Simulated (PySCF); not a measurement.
C₆H₄F₃O (charge +1).
Geometry (PBE0-D3(BJ)/def2-SVP, Å), atoms numbered from 1 in this order:
```
atom  x, y, z in Å
F1     2.699    0.360   -1.059
C2     2.219   -0.149    0.062
F3     2.648    0.569    1.085
F4     2.604   -1.397    0.193
C5     0.689   -0.062    0.015
C6    -0.018    1.094   -0.224
C7    -1.414    1.017   -0.225
C8    -2.039   -0.212    0.013
C9    -1.245   -1.311    0.241
O10    0.071   -1.202    0.234
H11    0.515    2.030   -0.406
H12   -2.013    1.913   -0.411
H13   -3.126   -0.320    0.021
H14   -1.584   -2.330    0.439
```

Level: CAM-B3LYP/def2-SVPD in PySCF, non-relativistic, on one gas-phase PBE0-D3(BJ)/def2-SVP geometry that isn't relaxed in the solvent. The solvent is an IEF-PCM continuum (Bondi radii, 1.10 Å for H, scaled by 1.2). Only the electrostatic response of the medium enters.

Gas phase at CAM-B3LYP/def2-SVPD: HOMO -15.57 eV, LUMO -7.30 eV.

Question: What does the continuum do to the energy and the frontier levels at CAM-B3LYP/def2-SVPD in acetone and water?

Answer: 
```
solvent      ε  E(solvent) − E(gas) (kJ/mol)  polarisation term (kJ/mol)  distortion of the solute (kJ/mol)  HOMO (eV)  LUMO (eV)
acetone  20.49                       -236.49                     -241.69                               5.20     -11.10      -2.82
  water  78.36                       -245.93                     -251.71                               5.78     -10.93      -2.65
```

Polarisation term: ½ Σ q·V over the induced surface charges. Distortion: the rise of the solute's own energy as its density leaves the gas-phase optimum. From acetone to water the lowering changes by a factor 1.04, Born's factor 1 − 1/ε by 1.04 and ε itself by 3.8.

Question: Which radius a makes Born's formula ΔE = −(q²/2a)(1 − 1/ε) give the value in water?

Answer: a = q²(1 − 1/ε)/(2|ΔE|) = 2.79 Å, with q = +1 e and |ΔE| = 0.0937 Eh; the farthest nucleus lies 3.14 Å from the centroid of the nuclei. The formula assumes a point charge at the centre of a sphere.

Question: How does the static polarisability (CAM-B3LYP/def2-SVPD, frozen core, with the continuum's full static response) change?

Answer: 
```csv
medium,isotropic (au),principal values (au),⟨r²⟩ of the electrons (bohr²)
gas,67.7,"43.9, 72.4, 86.8",1293.8
acetone,88.2,"56.0, 97.5, 110.9",1294.0
water,89.7,"57.2, 99.4, 112.5",1294.0
```

The isotropic value in water is 1.32 times the gas-phase one; no cavity-field correction is applied. ⟨r²⟩ is taken about the centre of nuclear charge.

Rough CPU time on one thread of a shared machine: about 1.6 min. This is the whole response run at CAM-B3LYP/def2-SVPD in water, SCF included.
